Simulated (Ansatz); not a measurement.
Born–Oppenheimer molecular dynamics of ClFH6O2Si3 (13 atoms, charge 0, multiplicity 1). It starts from a relaxed structure.

Computed with RKS B3LYP/STO-3G (Ansatz 0.2.0).

| Quantity | Value |
| --- | --- |
| ensemble | NVT, Langevin thermostat |
| time step | 0.5 fs |
| steps asked | 100 |
| set temperature | 100 K |
| friction | 0.01 /fs |
| seed | 525652 |

First frame:

```xyz
13
Properties=species:S:1:pos:R:3
Si -0.034 -0.089 -0.113
F 0.212 -0.130 1.493
O 1.413 -0.076 -0.911
Si 2.520 -1.366 -0.898
H 2.063 -2.450 -1.742
H 3.756 -0.830 -1.418
H 2.733 -1.872 0.444
O -0.817 1.305 -0.514
Si -2.435 1.451 -0.995
H -3.337 0.904 0.000
H -2.667 2.871 -1.130
H -2.670 0.797 -2.266
Cl -1.198 -1.831 -0.597
```

Problem. How far do the bonds stretch over the last three quarters of this one trajectory? (Pairs bonded in most of those frames.)

Solution. 
```csv
bond,mean (Å),spread (Å),shortest,longest
Si1–F2,1.627,0.013,1.61,1.65
Si1–O3,1.670,0.011,1.65,1.68
Si1–O8,1.645,0.011,1.63,1.66
Si1–Cl13,2.151,0.007,2.14,2.16
O3–Si4,1.714,0.011,1.70,1.73
Si4–H5,1.450,0.013,1.43,1.47
Si4–H6,1.445,0.005,1.44,1.45
Si4–H7,1.450,0.013,1.43,1.48
O8–Si9,1.693,0.013,1.68,1.72
Si9–H10,1.451,0.034,1.40,1.50
Si9–H11,1.445,0.010,1.43,1.46
Si9–H12,1.449,0.012,1.43,1.47
```

Mean temperature of the second half: 51 K. The mean temperature of the second half is 49 % below the set value. A run of 0.05 ps of so small a system gives no equilibrium averages. Limits of this set-up: minimal basis.

The run took 8 min on 1 thread of Arm Neoverse V1 (shared host), peak memory 0.16 GiB.
